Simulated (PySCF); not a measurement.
H$_{8}$Si$_{3}$, triplet, at the geometry of the source list (a higher spin typed on purpose: for a closed-shell molecule this is an excited state); CASSCF(6,7)/STO-3G (PySCF).

The PySCF input:
```python
from pyscf import gto, scf, mcscf
import numpy

mol = gto.Mole()
mol.atom = '''
    Si    1.833500    0.720000   -0.049000
    Si    0.185500   -0.907000   -0.108300
    Si   -1.963200   -0.067900    0.126100
    H     3.204600    0.219700   -0.173400
    H     1.646100    1.690200   -1.130100
    H     1.779100    1.473300    1.206700
    H     0.439700   -1.922700    0.928600
    H     0.284200   -1.686500   -1.355300
    H    -2.263200    0.904500   -0.928600
    H    -2.112100    0.643300    1.398400
    H    -3.034200   -1.067100    0.084900
'''
mol.basis = 'sto-3g'
mol.charge = 0
mol.spin = 2
mol.verbose = 4
mol.build()

mf = scf.ROHF(mol)
mf.kernel()
mc = mcscf.CASSCF(mf, 7, 6)
mc.fix_spin_(ss=2.0)
mc.kernel()
occ = numpy.linalg.eigvalsh(mc.fcisolver.make_rdm1(mc.ci, mc.ncas, mc.nelecas))[::-1]
ss = mc.fcisolver.spin_square(mc.ci, mc.ncas, mc.nelecas)[0]
print('natural occupations', occ.round(4), ' <S^2>', round(ss, 4))
```

Question: What does PySCF print? Leave out banner, timings and long lists.

Answer: 
```
PySCF version 2.14.0

[INPUT] verbose = 4
[INPUT] num. atoms = 11
[INPUT] num. electrons = 50
[INPUT] charge = 0
[INPUT] spin (= nelec alpha-beta = 2S) = 2
[INPUT] symmetry False subgroup None
[INPUT] Mole.unit = angstrom
[INPUT] Symbol           X                Y                Z      unit          X                Y                Z       unit  Magmom
[INPUT]  1 Si     1.833500000000   0.720000000000  -0.049000000000 AA    3.464812849390   1.360602809687  -0.092596580104 Bohr   0.0
[INPUT]  2 Si     0.185500000000  -0.907000000000  -0.108300000000 AA    0.350544196107  -1.713981594981  -0.204657339290 Bohr   0.0
[INPUT]  3 Si    -1.963200000000  -0.067900000000   0.126100000000 AA   -3.709910327746  -0.128312403858   0.238294464308 Bohr   0.0
[INPUT]  4 H      3.204600000000   0.219700000000  -0.173400000000 AA    6.055816338781   0.415172829567  -0.327678510000 Bohr   0.0
[INPUT]  5 H      1.646100000000   1.690200000000  -1.130100000000 AA    3.110678173647   3.194015095740  -2.135579493371 Bohr   0.0
[INPUT]  6 H      1.779100000000   1.473300000000   1.206700000000 AA    3.362011748214   2.784133499322   2.280332514513 Bohr   0.0
[INPUT]  7 H      0.439700000000  -1.922700000000   0.928600000000 AA    0.830912576971  -3.633376419701   1.754799679271 Bohr   0.0
[INPUT]  8 H      0.284200000000  -1.686500000000  -1.355300000000 AA    0.537060164601  -3.187023109079  -2.561145816623 Bohr   0.0
[INPUT]  9 H     -2.263200000000   0.904500000000  -0.928600000000 AA   -4.276828165116   1.709257279669  -1.754799679271 Bohr   0.0
[INPUT] 10 H     -2.112100000000   0.643300000000   1.398400000000 AA   -3.991290547694   1.215660815933   2.642593012592 Bohr   0.0
[INPUT] 11 H     -3.034200000000  -1.067100000000   0.084900000000 AA   -5.733807007155  -2.016526747523   0.160437747976 Bohr   0.0

nuclear repulsion = 194.141277838587
number of shells = 23
number of NR pGTOs = 105
number of NR cGTOs = 35
basis = sto-3g
ecp = {}

******** <class 'pyscf.scf.rohf.ROHF'> ********
method = ROHF
initial guess = minao
damping factor = 0
level_shift factor = 0
DIIS = <class 'pyscf.scf.diis.CDIIS'>
diis_start_cycle = 1
diis_space = 8
diis_damp = 0
SCF conv_tol = 1e-09
SCF conv_tol_grad = None
SCF max_cycles = 50
direct_scf = True
direct_scf_tol = 1e-13
num. doubly occ = 24  num. singly occ = 2
Set gradient conv threshold to 3.16228e-05
init E= -860.509123741399
  HOMO = 0.213118171275586  LUMO = 0.303534938031827  gap/eV = 2.46037
cycle= 1 E= -861.108024047539  delta_E= -0.599  |g|= 0.136  |ddm|= 3.12
  HOMO = 0.231838477011278  LUMO = 0.436187860335498  gap/eV = 5.56063
cycle= 2 E= -861.133277572948  delta_E= -0.0253  |g|= 0.0381  |ddm|= 0.664
  HOMO = 0.236599650143625  LUMO = 0.44362011618794  gap/eV = 5.63331
cycle= 3 E= -861.135366789906  delta_E= -0.00209  |g|= 0.0052  |ddm|= 0.197
  HOMO = 0.233251093228989  LUMO = 0.440582785393401  gap/eV = 5.64178
cycle= 4 E= -861.13541824583  delta_E= -5.15e-05  |g|= 0.00214  |ddm|= 0.0226
  HOMO = 0.233608735193347  LUMO = 0.441185974611685  gap/eV = 5.64846
cycle= 5 E= -861.135452331692  delta_E= -3.41e-05  |g|= 0.00218  |ddm|= 0.0222
  HOMO = 0.233603031519113  LUMO = 0.44118256981779  gap/eV = 5.64853
cycle= 6 E= -861.135454759543  delta_E= -2.43e-06  |g|= 0.00221  |ddm|= 0.00146
  HOMO = 0.23337883171212  LUMO = 0.441279506446603  gap/eV = 5.65727
cycle= 7 E= -861.135363576105  delta_E= 9.12e-05  |g|= 0.000528  |ddm|= 0.0918
  HOMO = 0.233418823916079  LUMO = 0.441179340210795  gap/eV = 5.65345
cycle= 8 E= -861.135359510805  delta_E= 4.07e-06  |g|= 0.000112  |ddm|= 0.0233
  HOMO = 0.233490149060402  LUMO = 0.441122960961003  gap/eV = 5.64998
cycle= 9 E= -861.135359526259  delta_E= -1.55e-08  |g|= 3.08e-05  |ddm|= 0.000384
  HOMO = 0.233510044392764  LUMO = 0.441106739450703  gap/eV = 5.64899
cycle= 10 E= -861.135359528175  delta_E= -1.92e-09  |g|= 6.15e-06  |ddm|= 0.000187
  HOMO = 0.233506984524776  LUMO = 0.441109888128449  gap/eV = 5.64916
cycle= 11 E= -861.135359528225  delta_E= -4.98e-11  |g|= 1.52e-06  |ddm|= 3.65e-05
  HOMO = 0.233506838751518  LUMO = 0.441109806637723  gap/eV = 5.64916
Extra cycle  E= -861.135359528228  delta_E= -2.96e-12  |g|= 5.8e-07  |ddm|= 6.19e-06
converged SCF energy = -861.135359528228

******** <class 'pyscf.mcscf.mc1step.CASSCF'> ********
CAS (4e+2e, 7o), ncore = 22, nvir = 6
max_cycle_macro = 50
max_cycle_micro = 4
conv_tol = 1e-07
conv_tol_grad = None
orbital rotation max_stepsize = 0.02
orbital rotation threshold for CI restart = 0.01
augmented hessian ah_max_cycle = 30
augmented hessian ah_conv_tol = 1e-12
augmented hessian ah_linear dependence = 1e-14
augmented hessian ah_level shift = 1e-08
augmented hessian ah_start_tol = 2.5
augmented hessian ah_start_cycle = 3
augmented hessian ah_grad_trust_region = 3
kf_trust_region = 3
kf_interval = 4
ci_response_space = 4
ci_grad_trust_region = 3
with_dep4 0
natorb = False
canonicalization = True
sorting_mo_energy = False
ao2mo_level = 2
internal_rotation = False
******** <class 'pyscf.fci.addons.SpinPenaltyFCISolver'> ********
max. cycles = 50
conv_tol = 1e-08
davidson only = True
linear dependence = 1e-12
level shift = 0.001
max iter space = 12
nroots = 1
pspace_size = 400
spin = None
CASCI E = -861.156813251615  S^2 = 2.0000000
Set conv_tol_grad to 0.000316228
macro iter   1 ( 21 JK    4 micro), CASSCF E = -861.168054503247  dE = -1.12412516e-02  S^2 = 2.0000000
               |grad[o]|=0.0254  |grad[c]|=0.00961  |ddm|=0.033  |maxRot[o]|=0.315
macro iter   2 ( 21 JK    4 micro), CASSCF E = -861.176118689152  dE = -8.06418591e-03  S^2 = 2.0000000
               |grad[o]|=0.0207  |grad[c]|=0.0122  |ddm|=0.0186  |maxRot[o]|=0.265
macro iter   3 ( 21 JK    4 micro), CASSCF E = -861.180814802497  dE = -4.69611334e-03  S^2 = 2.0000000
               |grad[o]|=0.0145  |grad[c]|=0.00891  |ddm|=0.0116  |maxRot[o]|=0.287
macro iter   4 ( 21 JK    4 micro), CASSCF E = -861.183042331032  dE = -2.22752853e-03  S^2 = 2.0000000
               |grad[o]|=0.00812  |grad[c]|=0.0235  |ddm|=0.0118  |maxRot[o]|=0.168
macro iter   5 ( 14 JK    4 micro), CASSCF E = -861.183659833191  dE = -6.17502159e-04  S^2 = 2.0000000
               |grad[o]|=0.00356  |grad[c]|=0.0067  |ddm|=0.00435  |maxRot[o]|=0.0865
macro iter   6 ( 14 JK    4 micro), CASSCF E = -861.183792900178  dE = -1.33066988e-04  S^2 = 2.0000000
               |grad[o]|=0.00243  |grad[c]|=0.00908  |ddm|=0.0047  |maxRot[o]|=0.0254
macro iter   7 ( 14 JK    4 micro), CASSCF E = -861.183904403108  dE = -1.11502930e-04  S^2 = 2.0000000
               |grad[o]|=0.00245  |grad[c]|=0.00892  |ddm|=0.00411  |maxRot[o]|= 0.02
macro iter   8 ( 11 JK    4 micro), CASSCF E = -861.184140503409  dE = -2.36100301e-04  S^2 = 2.0000000
               |grad[o]|=0.00229  |grad[c]|=0.00124  |ddm|=0.00269  |maxRot[o]|=0.0465
macro iter   9 ( 11 JK    4 micro), CASSCF E = -861.184238677407  dE = -9.81739985e-05  S^2 = 2.0000000
               |grad[o]|=0.00169  |grad[c]|=0.00412  |ddm|=0.00283  |maxRot[o]|=0.0243
macro iter  10 (  4 JK    1 micro), CASSCF E = -861.184342835177  dE = -1.04157770e-04  S^2 = 2.0000000
               |grad[o]|=0.00141  |grad[c]|=0.00739  |ddm|=0.00201  |maxRot[o]|=0.0369
macro iter  11 (  9 JK    3 micro), CASSCF E = -861.184373857389  dE = -3.10222119e-05  S^2 = 2.0000000
               |grad[o]|=0.000859  |grad[c]|=0.000311  |ddm|=0.00134  |maxRot[o]|=0.0199
macro iter  12 (  6 JK    2 micro), CASSCF E = -861.184382445721  dE = -8.58833209e-06  S^2 = 2.0000000
               |grad[o]|=0.000389  |grad[c]|=0.000428  |ddm|=0.000684  |maxRot[o]|=0.0122
macro iter  13 (  3 JK    1 micro), CASSCF E = -861.184383453167  dE = -1.00744614e-06  S^2 = 2.0000000
               |grad[o]|=0.000142  |grad[c]|=0.000677  |ddm|=0.000163  |maxRot[o]|=0.00367
macro iter  14 (  3 JK    1 micro), CASSCF E = -861.184383670727  dE = -2.17559773e-07  S^2 = 2.0000000
               |grad[o]|=7.25e-05  |grad[c]|=0.000313  |ddm|=9.06e-05  |maxRot[o]|=0.0016
macro iter  15 (  3 JK    1 micro), CASSCF E = -861.184383717041  dE = -4.63143124e-08  S^2 = 2.0000000
               |grad[o]|=3.28e-05  |grad[c]|=0.000143  |ddm|=3.96e-05  |maxRot[o]|=0.000762
1-step CASSCF converged in  15 macro (176 JK  45 micro) steps
CASSCF canonicalization
Density matrix diagonal elements [1.97393505 1.87160978 1.10527433 0.89134415 0.12114956 0.01883391
 0.01785322]
CASSCF energy = -861.184383717041
CASCI E = -861.184383717041  E(CI) = -6.60489684158051  S^2 = 2.0000000
natural occupations [1.974  1.875  1.1047 0.8936 0.1188 0.029  0.0049]  <S^2> 2.0
```
